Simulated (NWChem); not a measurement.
Molecule: CH7BO2Si; SMILES OB(O)C[SiH3]

```xyz
12

Si     0.0000    -1.8025     0.2713
C      0.0003    -0.3305    -0.9255
B      0.0000     1.0549    -0.1425
O     -1.1558     1.6896     0.2416
O      1.1556     1.6899     0.2418
H     -0.0032    -3.1166    -0.4647
H      1.2221    -1.7561     1.1501
H     -1.2195    -1.7522     1.1535
H     -0.8913    -0.4367    -1.5808
H      0.8916    -0.4365    -1.5811
H     -1.9480     1.2030    -0.0382
H      1.9480     1.2036    -0.0381
```
Atoms are numbered in this order, from 1.

All runs: NWChem. All runs use the structure optimised with PBE-D3(BJ)/def2-SVP. Not confirmed as a minimum by frequencies.

For level Hartree-Fock/def2-SVP:

| Property | Value |
|---|---|
| highest occupied level (eV) | -12.21 |
| orbital gap (eV) | 15.84 |
| dipole (D) | 3.10 |

**Question.** What are these values for level BP86/def2-SVP?

**Answer.** The highest occupied level (eV) comes out as -7.25, the orbital gap (eV) comes out as 7.01 and the dipole (D) is 2.44.
